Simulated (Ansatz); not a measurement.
Saddle point of Si$_{2}$H$_{7}$O$_{2}$F$_{3}$, singlet (Si₂H₄OF₂ ([OH][Si]([F])([F])[SiH3]) + H₂O + HF → SiHOF₃ ([OH][Si]([F])([F])[F]) + SiH₄ + H₂O; bonds formed: Si1–F7, Si2–H8, H6–O9; bonds broken: Si1–Si2, H6–F7, H8–O9), PBE0-D4/def2-TZVP structure:

```tsv
atom	x (Å)	y (Å)	z (Å)
Si1	-0.8552	0.4036	-0.5394
Si2	1.3260	-0.8535	-0.6979
F3	-1.1938	-0.7750	-1.6136
F4	-2.0021	-0.0165	0.5289
O5	-1.1585	1.6292	-1.5721
H6	0.0471	0.5142	1.9433
F7	-0.1477	1.4813	0.6406
H8	0.3341	-0.6740	0.9748
O9	0.1290	-0.4696	2.1038
H10	2.5095	-0.6785	0.1956
H11	1.1978	-2.2786	-1.0807
H12	1.5678	-0.0101	-1.9005
H13	-0.9667	2.4971	-1.2125
H14	-0.7874	-0.7694	2.2295
```

Energies are electronic, without zero-point energy. Barriers and step energies count from the start structure reached by relaxing down the imaginary mode; all methods use the PBE0-D4 structures, on which another method's saddle can fall below an end. Ansatz 0.2.0; basis: def2-TZVPP, with def2-QZVPP for the basis limit; cores frozen in the correlated methods. B3LYP uses VWN-RPA correlation. Extrapolation: Hartree–Fock as exp(−7.88 √X), correlation as X^−2.97.

| method | barrier (kJ/mol) | step energy (kJ/mol) |
| --- | --- | --- |
| SPW92 | ? | -37.5 |
| PBE-D4 | 144.5 | -58.5 |
| BLYP-D4 | 169.4 | -77.9 |
| r2SCAN-D4 | 140.2 | -91.6 |
| B97M-V | 151.1 | -104.7 |
| PBE0-D4 | 160.6 | -73.8 |
| B3LYP-D4 | 179.6 | -87.8 |
| r2SCAN0-D4 | 156.4 | -97.0 |
| BHLYP-D4 | 197.3 | -104.4 |
| CAM-B3LYP-D4 | ? | -91.5 |
| wB97X-V | 170.9 | -93.2 |
| wB97M-V | 160.9 | -99.9 |
| B2PLYP | 184.5 | -96.7 |
| PBE-QIDH | 172.3 | -91.5 |
| RPA on PBE | 178.8 | -106.3 |
| HF | 255.9 | -146.2 |
| MP2 | ? | -103.2 |
| CCSD | 193.9 | -109.1 |
| CCSD(T) | 180.8 | -101.5 |

(1) Fill in the withheld barriers. (To be estimated.)

T1 diagnostic: at most 0.013.

## Answers

(1) The calculation gives: SPW92 100.2; MP2 177.8; CAM-B3LYP-D4 178.8 kJ/mol. Each is the energy of the saddle less that of the start structure, by the same method.

For comparison, the barrier by CCSD(T) at an estimated basis limit (MP2 extrapolated from triple and quadruple zeta, plus CCSD(T) − MP2 in triple zeta) is 176.7 kJ/mol.

Labels in which every atom is bracketed show which atoms are joined, not bond orders.

For scale, one of the runs: CCSD(T)/def2-TZVPP, 337 basis functions, launched by `ansatz run in.yaml --threads 4 --pin off --events-out ev --progress --plain --max-ram 66560MiB --backend cuda --devices 0, --max-vram 37GiB`. Time: 17 s of wall clock on 4 CPU threads of an AMD EPYC 7R13 and a share of one NVIDIA H100; the host was shared. Peak host memory: 0.84 GiB.
